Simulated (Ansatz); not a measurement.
Si3S4⁻, relaxed as a doublet with UKS PBE-D4/def2-SVPD in Ansatz, starting from the GFN2-xTB geometry. Force threshold 0.02 eV/Å.

Another isomer (doublet) lies 0.40 eV lower at PBE0-D4/def2-TZVPD; other spin states weren't run for this one.

Start:

| atom | x (Å) | y (Å) | z (Å) |
| --- | --- | --- | --- |
| Si1 | -1.504 | 0.054 | 1.826 |
| Si2 | -0.224 | 0.675 | -1.539 |
| Si3 | 0.532 | -0.811 | 1.498 |
| S4 | -0.172 | 1.334 | -3.434 |
| S5 | 1.902 | -1.861 | 2.552 |
| S6 | -1.867 | 1.005 | -0.270 |
| S7 | 1.334 | -0.396 | -0.631 |

(1) Estimate the energy that the relaxation releases and the steps that it takes.

(2) Does the start keep its bonding and symmetry?

(3) Predict the relaxed structure.

Answers

(1) 3.3 kcal/mol, in 6 steps; 9.5 s on 4 threads of Intel Xeon 6975P-C on a shared host. No frequencies were taken in this run, so the end may be a saddle point.

(2) By distances, no bond broke or formed. The bond that changes most is Si1–Si3, from 2.24 to 2.32 Å (atoms count from 1). Point group Cs at the start, Cs at the end, both within 0.05 Å.

(3) 
```xyz
7

Si   -1.535    0.068    1.830
Si   -0.223    0.670   -1.528
Si    0.579   -0.792    1.394
S    -0.181    1.334   -3.412
S     1.837   -1.838    2.576
S    -1.858    0.975   -0.210
S     1.381   -0.417   -0.651
```
Bond lengths: 6 × S–Si 2.00 to 2.26 Å; 1 × Si–Si 2.32 Å.
